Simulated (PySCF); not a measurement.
All values below come from PySCF with B3LYP-D3(BJ)/def2-TZVP. Gas-phase values, no solvent. B3LYP has the VWN-RPA correlation part, as in Gaussian. 

Reference species (SMILES): `BrC(Br)(Br)Br` (neutral, multiplicity 1).

```
Quantity        Value
-------------  ------
dipole moment  0.00 D
```

Changed species: `BrC(Br)Br` (whole molecule; the reference has whole molecule).

Problem. Give the shifts of the dipole moment.

Solution. the dipole moment increases by 0.90 D, to 0.90 D.
